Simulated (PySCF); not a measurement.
# Polarisability and C₆ of In²⁺ (indium, charge +2)

[Kr] 4d10 5s1, 2S determinant. Computed with PySCF 2.14 in aug-cc-pwCVDZ-PP with ECP28MDF (6s5p4d1f, 48 functions), with scalar relativity through the core potential. Coupled (time-dependent) response in atomic units; α is the mean over directions. A double-zeta set is small for polarisabilities.

| method | mean α (bohr³) | C₆ (like pair) | S(−4) |
| --- | --- | --- | --- |
| UHF | 17.14 | 75.12 | 238.3 |
| PBE | 12.57 | 54.20 | 109.6 |
| PBE0 | 13.40 | 57.77 | 129.7 |
| BLYP | 12.14 | 52.15 | 100.4 |

S(−4) is the Cauchy moment in α(ω) = α(0) + S(−4) ω² + …

α(iu) at BLYP:

```
u (hartree)  α(iu) (bohr³)
          0          12.14
     0.0500          11.90
      0.100          11.23
      0.200          9.323
      0.300          7.504
      0.500          5.124
      0.750          3.638
       1.00          2.850
       1.50          2.028
       2.00          1.577
       3.00          1.046
       5.00         0.5337
```

A single London oscillator, α(iu) = α/(1 + u²/ω²), gives C₆ = (3/4) ω α². Matching the computed C₆ needs ω = 4 × 52.15 / (3 × 12.14²) = 0.472 hartree.

For an ion, C₆ is the dispersion term alone; charge-induced terms of lower order in 1/R come first.

Energies and moments cover only the electrons outside the core potential.
